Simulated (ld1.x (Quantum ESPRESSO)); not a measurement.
**Reading a pseudo-wave (H (Z = 1))**

Columns: radius, all-electron u(r) and pseudo u(r) of the 1s shell (level -6.49 eV) of hydrogen in the configuration 1s1; PBE, scalar-relativistic, TM scheme, ld1.x (Quantum ESPRESSO) 7.5.

| r (bohr) | all-electron | pseudo |
| --- | --- | --- |
| 0.045 | 0.0826 | 0.0720 |
| 0.090 | 0.1578 | 0.1428 |
| 0.135 | 0.2260 | 0.2111 |
| 0.180 | 0.2878 | 0.2759 |
| 0.225 | 0.3436 | 0.3362 |
| 0.270 | 0.3939 | 0.3910 |
| 0.315 | 0.4389 | 0.4400 |
| 0.360 | 0.4792 | 0.4830 |
| 0.405 | 0.5150 | 0.5201 |
| 0.450 | 0.5468 | 0.5518 |
| 0.495 | 0.5747 | 0.5789 |
| 0.540 | 0.5992 | 0.6020 |
| 0.585 | 0.6205 | 0.6221 |
| 0.630 | 0.6387 | 0.6394 |
| 0.675 | 0.6543 | 0.6545 |
| 0.720 | 0.6673 | 0.6673 |
| 0.765 | 0.6780 | 0.6780 |
| 0.810 | 0.6867 | 0.6867 |
| 0.855 | 0.6933 | 0.6933 |
| 0.900 | 0.6982 | 0.6982 |
| 0.945 | 0.7015 | 0.7015 |
| 0.990 | 0.7032 | 0.7032 |
| 1.035 | 0.7037 | 0.7037 |
| 1.080 | 0.7028 | 0.7028 |
| 1.125 | 0.7009 | 0.7009 |
| 1.170 | 0.6979 | 0.6979 |

(1) How many radial nodes do the two functions have?

(2) At about which radius was the pseudo-wave matched?

(3) Where does each function peak?

(4) Is the pseudo-wave norm-conserving?

Answers

(1) The all-electron 1s function has n − l − 1 = 0; the pseudo-wave has 0.

(2) 0.80 bohr. The columns agree to 0.0005 from 0.68 bohr on; several derivatives are matched, so the curves merge somewhat inside the radius.

(3) Outermost all-electron maximum near 1.03 bohr, pseudo maximum near 1.03 bohr (to the table’s step).

(4) Yes: the TM scheme keeps the norm inside the radius equal to the all-electron one, which fixes the energy derivative of the logarithmic derivative at the level.
